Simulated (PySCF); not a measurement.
Species: SiH3PHPF2, F2H4P2Si.
Atom-mapped SMILES: `[F:1][P:2]([F:3])[PH:4][SiH3:5]` (hydrogens: H6 on P4; H7, H8, H9 on Si5)

Level: CAM-B3LYP/def2-SVPD in PySCF, non-relativistic, on one gas-phase PBE0-D3(BJ)/def2-SVP geometry that isn't relaxed in the solvent. The solvent is an IEF-PCM continuum (cavity from Bondi-type radii × 1.2), and excitations are vertical TDDFT with non-equilibrium linear response and a frozen core. The model holds no explicit solvent molecules, cavitation or dispersion.

Gas-phase singlets (H = HOMO, L = LUMO):

```
state  E (eV)  λ (nm)      f  leading configurations
   S1   4.972     249  0.010                 H→L 93%
   S2   5.700     218  0.174               H→L+1 81%
   S3   6.361     195  0.024    H→L+3 49%, H→L+4 21%
   S4   6.466     192  0.116  H-1→L+1 35%, H-1→L 31%
   S5   6.495     191  0.004    H→L+2 50%, H-1→L 15%
```

Problem. What are the lowest 5 singlets in dichloromethane (ε = 8.93)?

Solution. 
| state | E (eV) | λ (nm) | f | leading configurations | change by rank (eV) |
| --- | --- | --- | --- | --- | --- |
| S1 | 4.998 | 248 | 0.012 | H→L 92% | +0.026 |
| S2 | 5.611 | 221 | 0.273 | H→L+1 87% | -0.089 |
| S3 | 6.345 | 195 | 0.058 | H-1→L+1 41%, H→L+2 23% | -0.016 |
| S4 | 6.447 | 192 | 0.162 | H→L+2 40%, H-1→L 30% | -0.019 |
| S5 | 6.515 | 190 | 0.026 | H-1→L 48%, H-1→L+1 34% | +0.020 |

Problem. How does the list change in water (ε = 78.36)?

Solution. 
```json
{"state": "S1", "E (eV)": "5.018", "λ (nm)": "247", "f": "0.012", "leading configurations": "H→L 92%", "change by rank (eV)": "+0.046"}
{"state": "S2", "E (eV)": "5.634", "λ (nm)": "220", "f": "0.257", "leading configurations": "H→L+1 87%", "change by rank (eV)": "-0.066"}
{"state": "S3", "E (eV)": "6.354", "λ (nm)": "195", "f": "0.057", "leading configurations": "H-1→L+1 44%, H→L+2 21%", "change by rank (eV)": "-0.007"}
{"state": "S4", "E (eV)": "6.465", "λ (nm)": "192", "f": "0.142", "leading configurations": "H→L+2 45%, H-1→L 24%", "change by rank (eV)": "-0.001"}
{"state": "S5", "E (eV)": "6.525", "λ (nm)": "190", "f": "0.036", "leading configurations": "H-1→L 53%, H-1→L+1 32%", "change by rank (eV)": "+0.030"}
```

Problem. The ground-state energy changes by -0.135 eV from gas to water. By how much does the total energy of gas-phase S1 change?

Solution. E(S1) = E(S0) + excitation energy, so it changes by -0.135 + 0.046 = -0.089 eV: it is lowered less than the ground state, which is what a blue shift means. This is the vertical state, with the slow part of the continuum still set for S0.

Problem. How do the frontier levels move from gas to water?

Solution. 
```tsv
orbital	gas (eV)	solvent (eV)	change (eV)
LUMO+2	0.94	1.20	+0.26
LUMO+1	0.15	0.37	+0.22
LUMO	-0.02	0.24	+0.26
HOMO	-8.61	-8.42	+0.19
HOMO-1	-9.79	-9.55	+0.24
HOMO-2	-11.26	-10.94	+0.32
HOMO-3	-11.57	-11.27	+0.30
```

The HOMO–LUMO gap goes from 8.59 to 8.66 eV. Rows go by rank; for LUMO+2 the atom shares or the degeneracy differ between the runs, so the row needn't follow one orbital.

The values belong to the conformer `[F:1][P:2]([F:3])[PH:4][SiH3:5]`: F1–P2–P4–Si5 143°.
